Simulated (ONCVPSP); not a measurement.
# What one change does to a pseudopotential (thallium, ONCV)

- Element: Tl (Z = 81)
- Generator: ONCVPSP 4.0.1
- Type: optimised norm-conserving Vanderbilt (ONCV)
- Functional: PBE
- Relativity: scalar-relativistic
- Frozen core: [Kr] 4d10 4f14
- Valence charge: 21
- Reference configuration: 5s2 5p6 5d10 6s2 6p1
- Partial waves: 5s+6s: rc 1.20 bohr, ncon 3, nbas 7, qcut 8.6 1/bohr, 2 projectors; 5p+6p: rc 1.30 bohr, ncon 4, nbas 8, qcut 8.5 1/bohr, 2 projectors; 5d: rc 2.00 bohr, ncon 3, nbas 8, qcut 6.9 1/bohr, 3 projectors, debl 3.8 Ha
- Local potential: polynomial inside 0.80 bohr (lpopt 5, dvloc0 3 Ha)
- Core correction: none

All-electron outer shells of the reference configuration (PBE, scalar-relativistic, ld1.x):

| shell | level (eV) | outermost node (bohr) | outermost maximum (bohr) |
| --- | --- | --- | --- |
| 4d | -375.02 | 0.19 | 0.39 |
| 5s | -131.00 | 0.46 | 0.80 |
| 4f | -114.03 | – | 0.36 |
| 5p | -76.10 | 0.50 | 0.91 |
| 5d | -15.49 | 0.53 | 1.11 |
| 6s | -9.55 | 1.04 | 2.08 |
| 6p | -2.37 | 1.23 | 2.91 |

Change: s: qcut 5.

Cutoffs: the cutoffs (Ha) at which the residual kinetic energy of the hardest occupied pseudo-wave falls to 1 and 0.1 mHa per electron; they do not see the model core or the augmentation charge, which bear on the density cutoff. Errors are all-electron minus pseudo energies relative to the spin-unpolarised reference configuration.

**Question.** What does the change do?

**Answer.** Both files keep a bound ghost (s); of the 3 tests that both files solve, the error grows in 2 and shrinks in 0 by more than 15 % and 0.3 meV (median size 9.2 → 11.5 meV).

```tsv
quantity	base	changed
cutoffs, loose and tight	32 Ha, 70 Ha	not determined
bound ghosts	s	s
GHOST(+) flags under 300 eV	d at 153.7 eV, p at 256.1 eV	d at 153.7 eV, p at 256.1 eV
tests with a reliable result	3 of 4	3 of 4
error for 5s2 5p6 5d10 6s2 6p0, meV [ΔE 5.17 eV]	-2.2	-2.2
error for 5s2 5p6 5d10 6s1 6p0, meV [ΔE 25.95 eV]	-9.2	-12
error for 5s1 5p6 5d10 6s2 6p1, meV [ΔE 138.53 eV]	-307	-582
s: phases at 1.22 bohr within 0.05 rad from the reference energy up to (Ha; the scan ends near 5)	to the end of the scan	4.6
p: phases at 1.32 bohr within 0.05 rad from the reference energy up to (Ha; the scan ends near 5)	4.8	4.8
d: phases at 2.04 bohr within 0.05 rad from the reference energy up to (Ha; the scan ends near 5)	to the end of the scan	to the end of the scan
```

 A true bound ghost makes a file unfit for plane-wave use even where its test errors are small: the radial tests pick states by their node count and pass the ghost by.
